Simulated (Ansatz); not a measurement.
System: GeNH3, charge 0, singlet. GeNH3 (SMILES [NH2][GeH]).
B3LYP-D3(BJ)/def2-TZVP minimum from Ansatz (a quantum-chemistry and plane-wave program):
```
N
H 1 1.0083
H 1 1.0085 2 112.36
Ge 1 1.8292 2 125.71 3 -180.00
H 4 1.6068 1 92.58 2 0.00
```
Charge 0, spin multiplicity 1.

Total energies in hartree (Ansatz). Open shells are spin-unrestricted; no spin-orbit coupling. Correlated methods leave the cores frozen (noble-gas shells, and filled d and f shells in the p block). No relativity. Where a partner has so few electrons that a lower coupled-cluster level is exact, that level stands in.

| species | HF/cc-pVTZ | CCSD(T)/cc-pVTZ | HF/cc-pVQZ | CCSD(T)/cc-pVQZ | CCSDT(Q)/cc-pVTZ |
|---|---|---|---|---|---|
| 1: GeNH3 (SMILES [NH2][GeH]) | -2131.61513 | -2131.97251 | -2131.62320 | -2131.99984 | -2131.97397 |
| 2: Ge (triplet) | -2075.36107 | -2075.42794 | -2075.36359 | -2075.43284 | -2075.42848 |
| 3: H (doublet) | -0.49981 | -0.49981 | -0.49995 | -0.49995 | -0.49981 |
| 4: N (quartet) | -54.40069 | -54.51471 | -54.40372 | -54.52482 | -54.51507 |

Question: Work out the atomisation energy (electronic, to ground-state atoms) in kcal/mol: take Hartree-Fock from cc-pVQZ, extrapolate the CCSD(T) correlation energy as X^-3 (X = 3, 4), and add CCSDT(Q) - CCSD(T) in cc-pVTZ. 1 hartree = 627.51 kcal/mol.

Answer: 
Species 1: correlation (64·(-0.37664) - 27·(-0.35738))/37 = -0.39069; step -0.00146; E1 = -2131.62320 + (-0.39069) + (-0.00146) = -2132.01535
Species 2: correlation (64·(-0.06925) - 27·(-0.06687))/37 = -0.07099; step -0.00054; E2 = -2075.36359 + (-0.07099) + (-0.00054) = -2075.43512
Species 3: correlation (64·(0.00000) - 27·(0.00000))/37 = 0.00000; step +0.00000; E3 = -0.49995 + (0.00000) + (+0.00000) = -0.49995
Species 4: correlation (64·(-0.12110) - 27·(-0.11402))/37 = -0.12627; step -0.00036; E4 = -54.40372 + (-0.12627) + (-0.00036) = -54.53035
-1·E1 +1·E2 +3·E3 +1·E4 = 0.55003 hartree = 345.1 kcal/mol.
